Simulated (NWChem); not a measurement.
System: hydrogen bromide (HBr); SMILES Br

Input file for NWChem:

```
start job
memory heap 200 mb stack 900 mb global 1100 mb
geometry units angstroms noautoz
  Br     0.000000     0.000000     0.049320
  H      0.000000     0.000000    -1.373047
end
basis spherical
  * library 6-31g*
end
dft
  xc xcamb88 1.00 lyp 1.0 hfexch 1.00
  cam 0.33 cam_alpha 0.0 cam_beta 1.0
  iterations 150
  mulliken
end
task dft energy
```

Parts of the log:

```
             Northwest Computational Chemistry Package (NWChem) 7.3.0
             --------------------------------------------------------

 ORDER OF PRIMARY AXIS IS BEING SET TO 4
 C4V symmetry detected

                             Geometry "geometry" -> ""
                             -------------------------

 Output coordinates in angstroms (scale by  1.889725989 to convert to a.u.)

  No.       Tag          Charge          X              Y              Z
 ---- ---------------- ---------- -------------- -------------- --------------
    1 Br                  35.0000     0.00000000     0.00000000     0.03951019
    2 H                    1.0000     0.00000000     0.00000000    -1.38285681

 Effective nuclear repulsion energy (a.u.)      13.0213958247

      Symmetry information
      --------------------

 Group name             C4v
 Group number             18
 Group order               8
 No. of unique centers     2

                                 NWChem DFT Module
                                 -----------------

 Summary of "ao basis" -> "ao basis" (spherical)
 ------------------------------------------------------------------------------
       Tag                 Description            Shells   Functions and Types
 ---------------- ------------------------------  ------  ---------------------
 Br                          6-31g*                 12       32   5s4p3d
 H                           6-31g*                  2        2   2s

      Symmetry analysis of basis
      --------------------------

        a1         14
        a2          0
        b1          3
        b2          3
        e          14

            General Information
            -------------------
          SCF calculation type: DFT
          Wavefunction type:  closed shell.
          No. of atoms     :     2
          No. of electrons :    36
           Alpha electrons :    18
            Beta electrons :    18
          Charge           :     0
          Spin multiplicity:     1
          Use of symmetry is: on ; symmetry adaption is: on
          Maximum number of iterations: 150
          AO basis - number of functions:    34
                     number of shells:    14
          Convergence on energy requested:  1.00D-06
          Convergence on density requested:  1.00D-05
          Convergence on gradient requested:  5.00D-04

              XC Information
              --------------
                     Hartree-Fock (Exact) Exchange  1.000
                   CAM-Becke88 Exchange Functional  1.000
              Lee-Yang-Parr Correlation Functional  1.000

           Range-Separation Parameters
           ---------------------------
           Alpha           :  0.00
           Beta            :  1.00
           Gamma           :  0.33
           Short-Range HF  :     F

             Grid Information
             ----------------
          Grid used for XC integration:  medium
          Radial quadrature: Mura-Knowles
          Angular quadrature: Lebedev.
          Tag              B.-S. Rad. Rad. Pts. Rad. Cut. Ang. Pts.
          ---              ---------- --------- --------- ---------
          Br                  1.15      112           6.0       590
          H                   0.35       45           7.0       434
          Grid pruning is: on
          Number of quadrature shells:   157
          Spatial weights used:  Erf1

      Superposition of Atomic Density Guess
      -------------------------------------

 Sum of atomic energies:       -2572.58551107

      Non-variational initial energy
      ------------------------------

 Total energy =   -2572.661873
 1-e energy   =   -3607.171571
 2-e energy   =    1021.488302
 HOMO         =      -0.401361
 LUMO         =       0.082607

      Symmetry analysis of molecular orbitals - initial
      -------------------------------------------------

 !! scf_movecs_sym_adapt:    6 vectors were symmetry contaminated

  Symmetry fudging

 !! scf_movecs_sym_adapt:    6 vectors were symmetry contaminated

  Numbering of irreducible representations:

     1 a1          2 a2          3 b1          4 b2          5 e

  Orbital symmetries:

     1 a1          2 a1          3 a1          4 e           5 e
     6 a1          7 a1          8 e           9 e          10 a1
    11 e          12 e          13 b1         14 b2         15 a1
    16 a1         17 e          18 e          19 a1         20 a1
    21 a1         22 e          23 e          24 e          25 e
    26 b2         27 b1         28 a1

     ---------------------------------------------
      Total Density - Mulliken Population Analysis
     ---------------------------------------------

    Atom       Charge   Shell Charges
 -----------   ------   -------------------------------------------------------
    1 Br  35    35.37   2.00  2.00  6.00  2.00  5.99  1.56  3.89  0.38  1.53  6.97  2.93  0.12
    2 H    1     0.63   0.34  0.29

   convergence    iter        energy       DeltaE   RMS-Dens  Diis-err
 ---------------- ----- ----------------- --------- --------- ---------
 d= 0,ls=0.0,diis     1  -2574.0730554432 -2.59D+03  1.02D-02  2.23D-01
 d= 0,ls=0.0,diis     2  -2574.0907947947 -1.77D-02  3.72D-03  5.99D-02
 d= 0,ls=0.0,diis     3  -2574.0940059246 -3.21D-03  7.09D-04  2.63D-03
 d= 0,ls=0.0,diis     4  -2574.0941136065 -1.08D-04  2.26D-04  8.26D-05
 d= 0,ls=0.0,diis     5  -2574.0941230103 -9.40D-06  8.18D-05  2.03D-06
 d= 0,ls=0.0,diis     6  -2574.0941234940 -4.84D-07  1.04D-05  4.74D-08
 d= 0,ls=0.0,diis     7  -2574.0941235009 -6.89D-09  1.45D-06  1.60D-09

         Total DFT energy =    -2574.094123500852
      One electron energy =    -3607.195886697090
           Coulomb energy =     1111.355791316007
    Exchange-Corr. energy =      -91.275423944467
 Nuclear repulsion energy =       13.021395824699

 Numeric. integr. density =       36.000014612521

                  Occupations of the irreducible representations
                  ----------------------------------------------

                     irrep           alpha         beta
                     --------     --------     --------
                     a1                8.0          8.0
                     a2                0.0          0.0
                     b1                1.0          1.0
                     b2                1.0          1.0
                     e                 8.0          8.0

                       DFT Final Molecular Orbital Analysis
                       ------------------------------------

 Vector   16  Occ=2.000000D+00  E=-5.453937D-01  Symmetry=a1
              MO Center= -1.0D-16, -9.2D-17, -2.6D-01, r^2= 1.6D+00
   Bfn.  Coefficient  Atom+Function         Bfn.  Coefficient  Atom+Function
  ----- ------------  ---------------      ----- ------------  ---------------
    13      0.614478  1 Br pz                 9     -0.285606  1 Br pz
    10     -0.286061  1 Br s                 33     -0.276300  2 H  s
    34     -0.255887  2 H  s                 14      0.165422  1 Br s
     6      0.133284  1 Br s                 17      0.130023  1 Br pz
     5      0.086188  1 Br pz                30     -0.060023  1 Br d  0

 Vector   17  Occ=2.000000D+00  E=-4.036781D-01  Symmetry=e
              MO Center= -7.9D-17, -1.2D-15,  1.9D-02, r^2= 1.5D+00
   Bfn.  Coefficient  Atom+Function         Bfn.  Coefficient  Atom+Function
  ----- ------------  ---------------      ----- ------------  ---------------
    12      0.785181  1 Br py                 8     -0.354015  1 Br py
    16      0.351941  1 Br py                 4      0.106320  1 Br py

 Vector   18  Occ=2.000000D+00  E=-4.036781D-01  Symmetry=e
              MO Center= -9.1D-16, -7.0D-16,  1.9D-02, r^2= 1.5D+00
   Bfn.  Coefficient  Atom+Function         Bfn.  Coefficient  Atom+Function
  ----- ------------  ---------------      ----- ------------  ---------------
    11      0.785181  1 Br px                 7     -0.354015  1 Br px
    15      0.351941  1 Br px                 3      0.106320  1 Br px

 Vector   19  Occ=0.000000D+00  E= 8.560944D-02  Symmetry=a1
              MO Center= -9.6D-17, -5.0D-17, -5.7D-01, r^2= 2.7D+00
   Bfn.  Coefficient  Atom+Function         Bfn.  Coefficient  Atom+Function
  ----- ------------  ---------------      ----- ------------  ---------------
    34      1.401322  2 H  s                 17      0.853487  1 Br pz
    13      0.526732  1 Br pz                14     -0.493024  1 Br s
    10      0.390744  1 Br s                 33      0.240659  2 H  s
     9     -0.212907  1 Br pz                 6     -0.125706  1 Br s
    30      0.085008  1 Br d  0               5      0.063233  1 Br pz

 Vector   20  Occ=0.000000D+00  E= 3.170938D-01  Symmetry=a1
              MO Center=  7.5D-17,  1.5D-16, -3.3D-01, r^2= 2.9D+00
   Bfn.  Coefficient  Atom+Function         Bfn.  Coefficient  Atom+Function
  ----- ------------  ---------------      ----- ------------  ---------------
    14      2.081232  1 Br s                 10      1.566289  1 Br s
    17     -0.702230  1 Br pz                34     -0.584824  2 H  s
    13      0.174728  1 Br pz                30     -0.169298  1 Br d  0
    33     -0.163229  2 H  s                  6     -0.131252  1 Br s
     2      0.119831  1 Br s                 20      0.064712  1 Br d  0

 Vector   21  Occ=0.000000D+00  E= 3.681317D-01  Symmetry=a1
              MO Center= -1.1D-17,  1.2D-17,  5.6D-01, r^2= 3.3D+00
   Bfn.  Coefficient  Atom+Function         Bfn.  Coefficient  Atom+Function
  ----- ------------  ---------------      ----- ------------  ---------------
    17      1.291374  1 Br pz                13     -1.112517  1 Br pz
    10      0.449429  1 Br s                 14      0.433040  1 Br s
     9      0.319963  1 Br pz                33      0.099370  2 H  s
    30      0.093721  1 Br d  0               5     -0.092854  1 Br pz
     6     -0.058236  1 Br s                  2      0.038079  1 Br s

[...]
```

Level: LC-BLYP (range parameter 0.33 per bohr)/6-31G* (spherical d). Coordinates come from a PBE0/def2-SVP optimisation.
